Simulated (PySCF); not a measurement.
B(Cl)(OMe)(SiH3) (CH6BClOSi), SMILES COB([SiH3])Cl.

Coordinates come from a r2SCAN-D4/def2-SVP optimisation. This is a generated structure with no PubChem entry under its InChIKey; it may be hypothetical. One conformer was computed; it need not be the lowest.

Two levels are set side by side: PBE/def2-TZVP (PySCF) and B3LYP/def2-TZVP (PySCF). Same geometry, gas phase. Differences are taken from unrounded values.

| quantity | B3LYP | PBE | PBE minus B3LYP |
|---|---|---|---|
| orbital gap (eV) | 6.60 | 4.80 | -1.80 |
| highest occupied level (eV) | -7.89 | -6.82 | 1.07 |
| lowest empty level (eV) | -1.28 | -2.02 | -0.73 |
| dipole moment (D) | 2.53 | 2.45 | -0.08 |
| mean polarisability (bohr³) | 71.8 | 74.6 | 2.8 |

PBE's occupied levels lie high since its potential decays too fast outside the molecule; exact exchange lowers them and widens the gap. PBE's more diffuse valence density responds more strongly to a field. Differences between two approximate levels are no errors against the true value.

Rough cost on one machine, each run with all the roots and properties that it gave: B3LYP against PBE within a factor of 2.
